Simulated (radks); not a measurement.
The numbers below are computed, except where a source is named.
Coulomb parameter of the 4d shell of neutral palladium in the model configuration [Kr] 4d8 5p2, as a second difference U = [E(n + 0.5) + E(n - 0.5) - 2 E(n)] / (0.5)^2 with all orbitals relaxed. "Bare": the charge of the atom changes with n. "Screened": the 5p shell takes up the change at fixed total charge, which measures U(4d,4d) + U(5p,5p) - 2 U(4d,5p). Level of theory: scalar-relativistic Kohn-Sham, r2SCAN, spin-unpolarised, spherical densities, finite nucleus; meta-GGA in the generalised Kohn-Sham scheme; Fermi nuclear charge, rms radius 4.5318 fm (a radial shooting solver on a logarithmic mesh with Libxc functionals).

| case | configuration | E - E(n) (eV) |
|---|---|---|
| start | [Kr] 4d8 5p2 | 0.000 |
| bare +0.5 | [Kr] 4d8.5 5p2 | -5.470 |
| bare -0.5 | [Kr] 4d7.5 5p2 | 7.936 |
| screened +0.5 | [Kr] 4d8.5 5p1.5 | -4.865 |
| screened -0.5 | [Kr] 4d7.5 5p2.5 | 5.693 |

U(bare) = 9.865 eV, U(screened by 5p) = 3.314 eV, against the Slater integral F0(4d,4d) = 17.807 eV with frozen orbitals. The step up makes a negative ion, whose loosely bound charge lowers the bare value.
